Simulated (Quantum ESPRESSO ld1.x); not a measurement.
Values are calculated unless marked as measured or tabulated.
Q: The promethium ion Pm2+, 59 electrons, occupied as [Xe] 4f5. Code: ld1.x of Quantum ESPRESSO 7.5. Model: scalar-relativistic Kohn-Sham, LDA (Slater exchange, Perdew-Zunger correlation), spin-polarised, spherical densities, point nucleus; open shells are filled with parallel spins first. Some entries of the table are withheld. Estimate them.

| orbital | occ. | eigenvalue (hartree) | <1/r> (bohr^-1) | <r^2> (bohr^2) |
|---|---|---|---|---|
| 1s down | 1 | -1653.46 | 67.37 | 0.0007326 |
| 1s up | 1 | -1653.46 | 67.37 | 0.0007326 |
| 2s up | 1 | -269.254 | 15.58 | 0.01157 |
| 2s down | 1 | -269.252 | 15.58 | 0.01157 |
| 2p up | 3 | -240.610 | 14.66 | 0.009267 |
| 2p down | 3 | -240.609 | 14.66 | 0.009267 |
| 3s up | 1 | -59.0746 | 5.686 | 0.07777 |
| 3s down | 1 | -59.0203 | 5.690 | 0.07768 |
| 3p up | 3 | -50.0802 | 5.369 | 0.07779 |
| 3p down | 3 | -50.0264 | 5.373 | 0.07769 |
| 3d up | 5 | -37.7183 | 5.098 | 0.06579 |
| 3d down | 5 | -37.6760 | 5.101 | 0.06567 |
| 4s up | 1 | -12.1540 | 2.388 | 0.3975 |
| 4s down | 1 | -12.0212 | 2.388 | 0.3974 |
| 4p up | 3 | -9.20144 | 2.198 | 0.4493 |
| 4p down | 3 | -9.06887 | 2.198 | 0.4493 |
| 4d up | 5 | (1) | 1.924 | (2) |
| 4d down | 5 | (3) | 1.923 | (4) |
| 5s up | 1 | (5) | 0.9264 | 2.303 |
| 5s down | 1 | (6) | 0.9137 | 2.359 |
| 5p up | 3 | -1.34290 | 0.7827 | 3.159 |
| 5p down | 3 | -1.28372 | 0.7675 | 3.270 |
| 4f up | 5 | -0.60616 | 1.325 | 1.383 |
| 4f down | 0 | -0.49460 | 1.282 | 1.612 |

A: 
(1) 4d up eigenvalue (hartree): -5.03069
(2) 4d up <r^2> (bohr^2): 0.5512
(3) 4d down eigenvalue (hartree): -4.89943
(4) 4d down <r^2> (bohr^2): 0.5525
(5) 5s up eigenvalue (hartree): -2.05903
(6) 5s down eigenvalue (hartree): -1.98209
